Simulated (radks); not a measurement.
Excited configurations of Nb: one electron is placed in a higher orbital outside [Kr] 4d4. The ground configuration is [Kr] 4d4 5s1. All-electron calculation, scalar-relativistic Kohn-Sham, r2SCAN, spin-polarised, spherical densities, finite nucleus; open shells are filled with parallel spins first (spin-orbit coupling, left out, can overturn this in heavy ions); meta-GGA in the generalised Kohn-Sham scheme; Fermi nuclear charge, rms radius 4.324 fm. Program: a radial shooting solver on a logarithmic mesh with Libxc functionals. Excitation = E - E(ground); binding = E(ion) - E, where the ion is the core of charge +1; n* = 1/sqrt(2 binding) in atomic units, and the quantum defect is n - n*.

outer orbital  excitation (eV)  binding (eV)     n*  quantum defect  eigenvalue (eV)  <r> (bohr)
5p                       3.402         3.778  1.898           3.102           -1.964       5.002
6s                       4.885         2.296  2.434           3.566           -1.404       9.343

Estimate the row for 6d.

Answer. excitation (eV) 6.268; binding (eV) 0.912; n* 3.862; quantum defect 2.138; eigenvalue (eV) -0.519; <r> (bohr) 20.80. The Delta-SCF ionisation energy is 7.181 eV (NIST Atomic Spectra Database: 6.759 eV, measured). Self-interaction in the functional shifts the binding energies and quantum defects, so they are the method's values and not measured ones. Open shells are spherical and high-spin; term and fine-structure splittings are not resolved.
